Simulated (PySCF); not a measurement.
**Computed structure and properties of [Nd(OH)4]−**

System: [Nd(OH)4]− (singlet in the valence; each metal's 4f electrons, 3 of them, lie in its core potential, out of spins and levels); start: template (S4). Method: PySCF 2.14.0, RKS PBE0, Nd lcecp-1-SVP with ECP49, O def2-SVP, H def2-SVP; non-relativistic Hamiltonian with scalar-relativistic core potentials where named; density fitting; no spin-orbit coupling.

Input of the relaxation:

```python
mol = gto.M(atom='''
Nd     0.00000     0.00000     0.00000
O      1.28160     1.28160     1.28160
H      2.04870     1.55370     1.80120
O     -1.28160    -1.28160     1.28160
H     -2.04870    -1.55370     1.80120
O      1.28160    -1.28160    -1.28160
H      1.55370    -2.04870    -1.80120
O     -1.28160     1.28160    -1.28160
H     -1.55370     2.04870    -1.80120''',
    basis={'Nd': 'lcecp-1-SVP', 'O': 'def2-SVP', 'H': 'def2-SVP'},
    ecp={'Nd': 'lcecp-1-SVP'},
    charge=-1, spin=0)
mf = dft.RKS(mol, xc='PBE0')
mf.grids.atom_grid = (50, 194)  # f atoms: unpruned, at least (60, 302)
mf = mf.density_fit()  # fitting sets: Nd AutoAux, O def2-universal-JKFIT, H def2-universal-JKFIT
mf.conv_tol = 1e-08; mf.max_cycle = 55
mf.kernel(dm0)  # dm0: converged density of the start geometry
# quasi-Newton relaxation in Cartesian coordinates to a largest gradient under 0.00045 Eh/bohr, steps kept in the point group
```

Run from Python with OMP_NUM_THREADS=2; the lines above give its settings. Where DIIS fails, smearing, a level shift and second-order steps follow.
It took 55 s on 2 threads of Arm Neoverse V2, on a shared host, from the converged density of the start.

Course of the relaxation:

| step | energy above end (eV) | largest force component within the symmetry (eV/Å) |
| --- | --- | --- |
| 0 | 0.0737 | 0.428 |
| 1 | 0.0274 | 0.176 |
| 2 | 0.0155 | 0.022 |
| 3 | 0.0152 | 0.017 |
| 4 | 0.0136 | 0.090 |
| 5 | 0.0126 | 0.086 |
| 6 | 0.0103 | 0.029 |
| 7 | 0.0094 | 0.049 |
| 8 | 0.0079 | 0.036 |
| 9 | 0.0065 | 0.116 |
| 10 | 0.0025 | 0.068 |
| 11 | 0.0000 | 0.005 |

Relaxed geometry (D2d, nearly Td):

```xyz
9

Nd    0.0000    0.0000    0.0000
O     1.3699    1.1364    1.2505
H     1.9816    1.6465    1.7767
O    -1.3699   -1.1364    1.2505
H    -1.9816   -1.6465    1.7767
O     1.1364   -1.3699   -1.2505
H     1.6465   -1.9816   -1.7767
O    -1.1364    1.3699   -1.2505
H    -1.6465    1.9816   -1.7767
```

```json
{"contact": "Nd1–O2 (OH)", "Å": "2.175"}
{"contact": "Nd1–O4 (OH)", "Å": "2.175"}
{"contact": "Nd1–O6 (OH)", "Å": "2.175"}
{"contact": "Nd1–O8 (OH)", "Å": "2.175"}
```

On the finer grid (75, 302):

| Item | Value |
| --- | --- |
| HOMO | -2.32 eV |
| LUMO | 3.94 eV |
| Dipole about the centre of mass | 0.00 D |
| Set of Mulliken populations of Nd1 outside the core potential | s 2.15, p 6.43, d 1.49, f 0.10 |
| D3(BJ) dispersion energy (not in the energies) | -0.120 eV |

| atom | Mulliken (e) | Löwdin (e) | spin (e) |
| --- | --- | --- | --- |
| Nd1 | 0.82 | 0.33 | 0.00 |
| O2 | -0.58 | -0.37 | 0.00 |
| H3 | 0.12 | 0.04 | 0.00 |
| O4 | -0.58 | -0.37 | 0.00 |
| H5 | 0.12 | 0.04 | 0.00 |
| O6 | -0.58 | -0.37 | 0.00 |
| H7 | 0.12 | 0.04 | 0.00 |
| O8 | -0.58 | -0.37 | 0.00 |
| H9 | 0.12 | 0.04 | 0.00 |

The 4f levels lie in the core potential and are missing. Their spin isn't counted.

On the grid (50, 194), as all that follows. Harmonic modes: a minimum; lowest 102 cm⁻¹ (negative: unstable), highest 4012 cm⁻¹, zero-point energy 1.245 eV.

Taking off one OH (charge -1, singlet; the rest: singlet) in vacuum, both parts rigid, costs 5.43 eV; the small basis without counterpoise inflates it.

Rigid scan of OH along the line from its metal:

```
distance to O2 (Å)  energy (eV)
              1.88        1.005
              1.98        0.383
              2.08        0.083
              2.18        0.000
              2.28        0.062
              2.38        0.216
              2.58        0.669
              2.88        1.440
              3.28        2.355
              3.78        3.224
```

One start shape was tried, so this needn't be the lowest isomer.

An lcecp potential fixes the number of 4f electrons, so in runs with it no electron can move into or out of that shell.
